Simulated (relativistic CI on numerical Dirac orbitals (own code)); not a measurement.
# Cubic crystal-field splitting of Tm2+ by operator equivalents

Problem. Tm2+ (4f13) sits in a cubic field with the Wybourne parameters B⁴₀ = 1200 and B⁶₀ = 520 cm⁻¹. Find the levels of its ground J multiplet, neglecting the mixing with the other J.

Working.
1. One f hole has the ground level ²F7/2 with g_J = 8/7 and the Stevens factors β = −2/1155 and γ = 4/27027.
2. Stevens form: B₄ = β B⁴₀/8 = -0.2597 and B₆ = γ B⁶₀/16 = 0.00481 cm⁻¹, in H = B₄(O₄⁰ + 5O₄⁴) + B₆(O₆⁰ − 21O₆⁴).
3. For J = 7/2 the eigenvalues are E(Γ6) = 840B₄ − 25200B₆ = -339.4, E(Γ7) = −1080B₄ − 15120B₆ = 207.8 and E(Γ8) = 120B₄ + 20160B₆ = 65.8 cm⁻¹.
4. Order and energies above the lowest: Γ6 0.0, Γ8 405.2, Γ7 547.2 cm⁻¹. A Γ6 ground doublet has the isotropic |g| = 2.667.

Check. Diagonalising spin-orbit coupling (free-ion gap 8571 cm⁻¹, from a Dirac-Coulomb-Breit calculation) and field together in all 14 states gives Γ6 0.0, Γ8 394.3, Γ7 546.6 cm⁻¹, with |g| = 2.667. The other multiplet starts at 8807 cm⁻¹; the differences from the hand values come from J mixing and grow with the ratio of the field to that gap.
